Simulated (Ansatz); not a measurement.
Geometry optimisation, RKS PBE0-D4/def2-SVP in Ansatz 0.2.0.

input.yaml

```yaml
crystal:
  periodic: [false, false, false]
  atoms:
    - { symbol: C, position_ang: [-1.2565, 0.3523, 1.4307] }
    - { symbol: Si, position_ang: [-0.559, -0.878, 0.2751] }
    - { symbol: C, position_ang: [1.0731, -0.28, -0.3529] }
    - { symbol: As, position_ang: [0.9456, 1.345, -1.4442] }
    - { symbol: H, position_ang: [-0.6155, 0.5721, 2.2526] }
    - { symbol: H, position_ang: [-1.4677, 1.3604, 0.8639] }
    - { symbol: H, position_ang: [-2.2496, 0.0244, 1.8052] }
    - { symbol: H, position_ang: [-1.4135, -1.0842, -0.8738] }
    - { symbol: H, position_ang: [-0.371, -2.1183, 1.0534] }
    - { symbol: H, position_ang: [1.7595, -0.0459, 0.5513] }
    - { symbol: H, position_ang: [1.5674, -1.0795, -0.9272] }
    - { symbol: H, position_ang: [2.3565, 1.2592, -1.9622] }
    - { symbol: H, position_ang: [0.2511, 0.5376, -2.6571] }
basis:
  gaussian: { orbitals: def2-SVP }
hamiltonian:
  xc: pbe0
  dispersion: d4
relax:
  f_tol: 0.015
  max_steps: 40
```

Command:

```bash
$ ansatz run input.yaml --threads 2 --pin off --max-ram 3072MiB --backend cpu --events-out ev --progress --plain --runs-dir out
```

Problem. Where does it end, and by what steps?

Solution. The forces met the threshold. The force dipped under the threshold on the way, but the program's further checks kept it going. After 10 steps the energy has fallen by 0.350 eV; H13 moved furthest, 0.28 Å.

```
step  energy less start (eV)  largest force component (eV/Å)  accepted
   0                  0.0000                           2.198       yes
   1                 -0.3072                           0.825       yes
   2                 -0.3451                           0.146       yes
   3                 -0.3480                           0.048       yes
   4                 -0.3484                           0.021       yes
   5                 -0.3487                           0.014       yes
   6                 -0.3492                           0.013       yes
   7                 -0.3495                           0.019       yes
   8                 -0.3498                           0.064       yes
   9                 -0.3499                           0.048       yes
  10                 -0.3502                           0.012       yes
```

```xyz
13
Properties=species:S:1:pos:R:3
C -1.330 0.409 1.398
Si -0.530 -0.903 0.317
C 1.136 -0.321 -0.350
As 1.021 1.373 -1.372
H -0.688 0.651 2.259
H -1.502 1.338 0.832
H -2.301 0.061 1.784
H -1.426 -1.227 -0.839
H -0.327 -2.161 1.105
H 1.812 -0.134 0.501
H 1.587 -1.115 -0.963
H 2.342 1.206 -2.120
H 0.227 0.788 -2.537
```

Whether the end is a true minimum wasn't checked by a vibrational analysis.

Run time: 25 s on 2 threads of Intel(R) Xeon(R) 6975P-C (Granite Rapids), with other jobs on the host, peak memory 0.32 GiB.
